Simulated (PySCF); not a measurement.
Species: triethylsilane, C6H16Si.
SMILES: `CC[SiH](CC)CC`

Torsions of this conformer, `[CH3:1][CH2:2][SiH:3]([CH2:4][CH3:5])[CH2:6][CH3:7]`: C1–C2–Si3–C4 -58°, C2–Si3–C4–C5 -178°, C2–Si3–C6–C7 -56°.

The closed-shell ground state was solved at several levels (PySCF, density fitting, gas phase, non-relativistic). Isolated species at its PBE0-D3(BJ)/def2-SVP geometry (one conformer only).

```tsv
level	basis functions	total energy (Eh)	HOMO (eV)	LUMO (eV)	gap (eV)	dipole (D)
PBE0/pcSseg-1	206	-527.3222	-7.90	1.41	9.31	0.61
KT3/pcSseg-1	206	-533.9372	-6.75	0.48	7.23	0.59
B3LYP/def2-TZVP	319	-527.9170	-7.64	0.84	8.48	0.65
B3LYP/6-31G*	134	-527.7865	-7.43	1.90	9.33	0.65
```

Problem. What might B3LYP/def2-SVPD (272 basis functions) give for the same quantities?

Solution. Total energy -527.5655 Eh, HOMO -7.67 eV, LUMO 0.47 eV, gap 8.14 eV, dipole 0.64 D.

Problem. Over all these levels, which gives the widest orbital gap and which the narrowest?

Solution. B3LYP/6-31G* (global hybrid, 20 % exact exchange) has the widest, 9.33 eV, and KT3/pcSseg-1 (GGA) the narrowest, 7.23 eV. Functional and basis both differ between the two, so the spread mixes both effects.

Problem. How much does the basis alone move the frontier levels among the 3 B3LYP rows (the withheld one included)?

Solution. The HOMO by 0.24 eV and the LUMO by 1.43 eV. By rising basis size (HOMO, LUMO in eV): 6-31G* -7.43, 1.90; def2-SVPD -7.67, 0.47; def2-TZVP -7.64, 0.84.

Problem. How far do the dipole and the HOMO energy spread over the levels?

Solution. The dipole runs from 0.59 to 0.65 D (mean 0.63 D) and the HOMO from -7.90 to -6.75 eV.
